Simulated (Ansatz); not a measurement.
Consider the hydrogenolysis of the Si–O bond: `O[SiH2][SiH2]O` + H₂ → `O[SiH2][SiH3]` + H₂O.

Isolated molecules relaxed with PBE0-D4/def2-TZVP in Ansatz; ΔE leaves out vibrations. CCSD(T)/CBS is the MP2 limit (def2-TZVPP, def2-QZVPP) plus CCSD(T) − MP2 in def2-TZVPP, frozen cores. This one scheme is used for every species. DFT in def2-TZVPP. B3LYP here is the variant with VWN-RPA as its local correlation; programs differ in this. One conformer a species, not always the lowest.

CCSD(T)/CBS gives +0.59 eV.

Task: Another level gave +0.61 eV. Which?
A. revPBE/def2-TZVPP
B. B2PLYP/def2-TZVPP
C. B3LYP/def2-TZVPP
D. MP2/def2-TZVPP

Result: B. B2PLYP 0.61, revPBE 0.46, B3LYP 0.56, MP2/def2-TZVPP 0.65 eV.

Largest T1 diagnostic among the species: 0.012.

At CCSD(T), def2-SVP lies −0.12 eV from the extrapolated value and def2-TZVPP −0.01 eV. Leaving LDA and LC-ωPBE aside and taking each functional with its dispersion term where it has one, the values, not all of them listed here, spread over 0.11 eV, from HSE06-D4 to BLYP-D4. LDA lies +0.08 eV from PBE without D4. In def2-TZVPP, CCSD(T) changes the Hartree–Fock value by +0.04 eV (the triples alone add +0.02 eV) and MP2 by +0.12 eV.
